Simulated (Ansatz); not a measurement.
Basis sets compared for the cluster SiAu₄ (the lowest singlet isomer of a short search). Charge 0, multiplicity 1. Geometry r2SCAN-D4/def2-SVP. Ansatz on 4 threads of Intel Xeon Platinum 8259CL on a shared host; times are rough, and most runs start from earlier orbitals.

```xyz
5

Au   -0.252   -2.076    0.649
Au   -0.499    0.547   -2.061
Au    1.230    1.356    1.201
Au   -1.373    0.496    0.604
Si    0.894   -0.322   -0.393
```

In the def2 sets Au takes a core potential; there is no spin–orbit coupling. The structure comes from a short search, and lower isomers may exist.

Binding counts from free atoms (Au doublet, Si triplet) in the same basis, without a counterpoise term.

```json
{"level": "PBE-D4/def2-SVP", "functions": "146", "energy (Eh)": "-832.5019", "HOMO (eV)": "-5.79", "LUMO (eV)": "-3.86", "binding per atom (eV)": "2.27", "wall time": "2.9 s"}
{"level": "PBE-D4/def2-TZVP", "functions": "197", "energy (Eh)": "-832.6384", "HOMO (eV)": "-5.78", "LUMO (eV)": "-3.89", "binding per atom (eV)": "2.35", "wall time": "4.8 s"}
{"level": "r2SCAN-D4/def2-TZVP", "functions": "197", "energy (Eh)": "-832.8072", "HOMO (eV)": "-5.82", "LUMO (eV)": "-3.74", "binding per atom (eV)": "2.34", "wall time": "9 s"}
{"level": "PBE0-D4/def2-SVP", "functions": "146", "energy (Eh)": "-832.3180", "HOMO (eV)": "-6.39", "LUMO (eV)": "-3.03", "binding per atom (eV)": "2.06", "wall time": "5.5 s"}
{"level": "PBE0-D4/def2-TZVP (with forces)", "functions": "197", "energy (Eh)": "-832.4526", "HOMO (eV)": "-6.37", "LUMO (eV)": "-3.04", "binding per atom (eV)": "2.14", "wall time": "13 s"}
```

Question: Estimate the rows for PBE-D4/def2-TZVPD, r2SCAN-D4/def2-TZVPD, PBE0-D4/def2-TZVPD.

Answer: 
| level | functions | energy (Eh) | HOMO (eV) | LUMO (eV) | binding per atom (eV) | wall time |
| --- | --- | --- | --- | --- | --- | --- |
| PBE-D4/def2-TZVPD | 215 | -832.6420 | -5.76 | -3.88 | 2.37 | 5.5 s |
| r2SCAN-D4/def2-TZVPD | 215 | -832.8104 | -5.80 | -3.72 | 2.36 | 11 s |
| PBE0-D4/def2-TZVPD | 215 | -832.4561 | -6.35 | -3.03 | 2.16 | 8 s |
